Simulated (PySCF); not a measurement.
Working out the ionisation energy of Ti⁺

Ti⁺ [Ar] 3d2 4s1 (4F) → Ti²⁺ [Ar] 3d2 (3F). All numbers are calculated (PySCF 2.14, the spin-free X2C one-electron Hamiltonian (Gaussian nucleus), in x2c-TZVPPall). Frozen: [Ne]. Energies in hartree (1 hartree = 27.21139 eV):

```csv
part,Ti⁺ (lower),Ti²⁺ (upper)
UHF,-852.534891,-852.059305
CCSD correlation,-0.274901,-0.253268
(T),-0.005964,-0.004658
```

Q: What does Hartree-Fock give?

A: (-852.059305) − (-852.534891) = 0.475586 hartree = 12.941 eV.

Q: What do CCSD and CCSD(T) give?

A: The CCSD correlation energies differ by 0.021633 hartree = 0.589 eV and the triples by 0.001306 hartree = 0.036 eV, so CCSD gives 13.530 eV and CCSD(T) 13.566 eV.

A first-order spin-orbit estimate adds -0.002 eV to CCSD(T) (valence and next inner shell), giving 13.564 eV against 13.575 eV (measured; NIST Atomic Spectra Database, ionization energies).

What remains against the reference includes basis incompleteness, the frozen core and higher excitations.
